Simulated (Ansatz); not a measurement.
trans-NiH2(PF3)2 (NiP₂H₂F₆), relaxed as a singlet with RKS B3LYP-D4/def2-SVP in Ansatz, starting from the GFN2-xTB geometry. Force threshold 0.02 eV/Å.

The restricted singlet is unstable towards broken spin symmetry in Hartree–Fock (as tested in another run); at B3LYP-D4/def2-SVP this wasn't settled. Another isomer (singlet) lies 0.55 eV lower at PBE0-D4/def2-TZVP; other spin states weren't run for this one.

Start:

Cartesian coordinates in Å:
```
F 2.062 -1.050 2.106
F -0.020 -2.034 2.483
F 0.358 0.124 3.193
F -0.236 -0.102 -3.178
F -0.078 2.084 -2.464
F -2.077 0.926 -2.162
Ni -0.003 0.016 0.007
P 0.547 -0.698 1.857
P -0.548 0.702 -1.855
H 0.329 1.403 0.448
H -0.334 -1.371 -0.434
```

```tsv
step	energy (eV)	largest force component (eV/Å)	SCF passes
1	-75937.4464	0.926	44
2	-75937.5736	0.511	23
3	-75937.6042	0.032	24
4	-75937.6045	0.014	24
5	-75937.6054	0.020	24
6	-75937.6065	0.020	24
7	-75937.6078	0.024	24
8	-75937.6092	0.031	24
9	-75937.6108	0.036	24
10	-75937.6149	0.179	23
11	-75937.6171	0.101	24
12	-75937.6191	0.024	23
13 (rejected)	-75937.6100	0.679	24
14	-75937.6195	0.014	24
```

Force components are those of the run's own axes.

End:

```xyz
11

F     2.1102   -0.8695    2.1055
F     0.0982   -2.1263    2.4141
F     0.1636    0.1496    3.1273
F    -0.0662   -0.1231   -3.1068
F    -0.1674    2.1544   -2.3947
F    -2.1084    0.7809   -2.1659
Ni   -0.0097    0.0109    0.0071
P     0.5531   -0.7117    1.8550
P    -0.5561    0.7135   -1.8530
H     0.7351    1.2435    0.4288
H    -0.7525   -1.2222   -0.4172
```

By distances, no bond broke or formed. The bond that changes most is F1–P8, from 1.58 to 1.59 Å (atoms count from 1).

The force fell under the threshold at step 4, but the optimiser went on and released 0.015 eV more. No frequencies were taken in this run, so the end may be a saddle point.

Run time 45 s (4 threads of Arm Neoverse V2 on a shared host).
